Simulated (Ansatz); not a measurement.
Cost and result for the atomization energy of `O[C](F)(Cl)[ZnH]` (7 atoms, 6 bonds).

Total charge 0; spin multiplicity 1. For Zn the d shell is correlated and the shells below it are frozen. Scalar relativity is left out up to krypton. All single points use the PBE0-D4/def2-TZVP geometry. It is one conformer, not always the lowest. Program: Ansatz. All runs use 4 threads of an Arm Neoverse V1 on a shared host. Times are those of one run each, without the atoms' runs, and a repeat can differ threefold. Electronic energies, without spin–orbit coupling; frozen cores. CCSD(T)/CBS adds CCSD(T) − MP2 in def2-TZVPP to the MP2 limit, and its time is that of the two runs behind it. T1 = 0.015. With those shells the extrapolation isn't a true limit.

CCSD(T)/CBS is a level of theory with its own doubt, some kJ/mol a heavy atom from the limit and from the frozen cores, so smaller differences don't rank the functionals.

| level | functions | atomization (kcal/mol) | difference from CCSD(T)/CBS | per bond |
| --- | --- | --- | --- | --- |
| ωB97M-V/def2-TZVPP (with forces) | 227 | 502.8 | 4.6 | 0.8 |
| CAM-B3LYP-D4/def2-TZVPP | 227 | 499.3 | 1.1 | 0.2 |
| CCSD(T)/def2-SVP | 101 | 461.3 | -36.9 | -6.1 |
| r2SCAN-D4/def2-TZVPP (with forces) | 227 | 507.9 | 9.7 | 1.6 |
| MP2/def2-QZVPP | 401 | 514.7 | 16.5 | 2.7 |
| r2SCANh-D4/def2-TZVPP | 227 | 500.2 | 2.0 | 0.3 |
| B2PLYP/def2-TZVPP | 227 | 488.8 | -9.4 | -1.6 |
| BHLYP-D4/def2-TZVPP | 227 | 464.1 | -34.1 | -5.7 |
| PBE-D4/def2-TZVPP (with forces) | 227 | 522.7 | 24.5 | 4.1 |
| revPBE-D4/def2-TZVPP | 227 | 502.3 | 4.1 | 0.7 |
| CCSD(T)/CBS(def2) | – | 498.2 | 0.0 | 0.0 |
| PBE0-D4/def2-TZVPP | 227 | 501.9 | 3.7 | 0.6 |
| CCSD(T)/def2-TZVPP | 227 | 481.0 | -17.2 | -2.9 |

Order the runs by time, with rough figures. (Best estimate.)

Computed: revPBE-D4/def2-TZVPP 2 s; PBE-D4/def2-TZVPP (with forces) 2.4 s; PBE0-D4/def2-TZVPP 3.2 s; BHLYP-D4/def2-TZVPP 3.6 s; CAM-B3LYP-D4/def2-TZVPP 3.8 s; CCSD(T)/def2-SVP 4.9 s; r2SCAN-D4/def2-TZVPP (with forces) 5.5 s; r2SCANh-D4/def2-TZVPP 5.5 s; B2PLYP/def2-TZVPP 5.5 s; ωB97M-V/def2-TZVPP (with forces) 12 s; MP2/def2-QZVPP 17 s; CCSD(T)/def2-TZVPP 2.7 min; CCSD(T)/CBS(def2) 2.9 min.

In def2-TZVPP, CCSD(T) changes the Hartree–Fock value by +165.2 kcal/mol (the triples alone add +13.3 kcal/mol) and MP2 by +188.6 kcal/mol; breaking electron pairs costs correlation energy, which Hartree–Fock lacks. Leaving LDA and LC-ωPBE aside and taking each functional with its dispersion term where it has one, the values spread over 58.6 kcal/mol, from BHLYP-D4 to PBE-D4. LDA lies +94.6 kcal/mol from PBE without D4, its usual overbinding. The D4 term adds +6.0 kcal/mol with B3LYP and +3.1 kcal/mol with PBE0; it sums over pairs of atoms, weighted by their polarisabilities, and B3LYP, whose exchange is more repulsive, gets the larger term.

B3LYP here is the variant with VWN-RPA as its local correlation; programs differ in this.
